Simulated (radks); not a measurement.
The numbers below are computed, except where a source is named.
Excited configurations of the potassium ion K3+: one electron is placed in a higher orbital outside [Ne] 3s2 3p3. The ground configuration is [Ne] 3s2 3p4. Level of theory: scalar-relativistic Kohn-Sham, LDA (Slater exchange, Perdew-Wang correlation), spin-unpolarised, spherical densities, point nucleus (a radial shooting solver on a logarithmic mesh with Libxc functionals). Excitation = E - E(ground); binding = E(ion) - E, where the ion is the core of charge +4; n* = 4/sqrt(2 binding) in atomic units, and the quantum defect is n - n*.

outer orbital  excitation (eV)  binding (eV)     n*  quantum defect  eigenvalue (eV)  <r> (bohr)
4s                      33.623        29.463  2.718           1.282          -25.968       2.847
4p                      38.353        24.734  2.967           1.033          -21.647       3.156
4d                      44.985        18.102  3.468           0.532          -15.638       3.839
5p                      49.171        13.915  3.955           1.045          -12.345       5.756
5d                      52.019        11.068  4.435           0.565           -9.745       6.767
5f                      53.759         9.327  4.831           0.169           -8.090       7.305
6p                      54.135         8.951  4.931           1.069           -8.009       9.071
6f                      56.544         6.542  5.768           0.232           -5.775       11.18
7s                      56.285         6.802  5.657           1.343           -6.129       12.25
7p                      56.836         6.251  5.901           1.099           -5.625       13.11
7d                      57.706         5.381  6.361           0.639           -4.827       14.79
7f                      58.262         4.825  6.717           0.283           -4.305       15.79

The Delta-SCF ionisation energy is 63.086 eV (NIST Atomic Spectra Database: 60.92 eV, semi-empirical). Self-interaction in the functional shifts the binding energies and quantum defects, so they are the method's values and not measured ones. Spin polarisation and multiplet splitting are left out, so open shells lie too high by an amount that depends on their filling.

Beside tabulated values, note that spin-unpolarised runs miss the spin-polarisation part of the exchange energy of open shells.
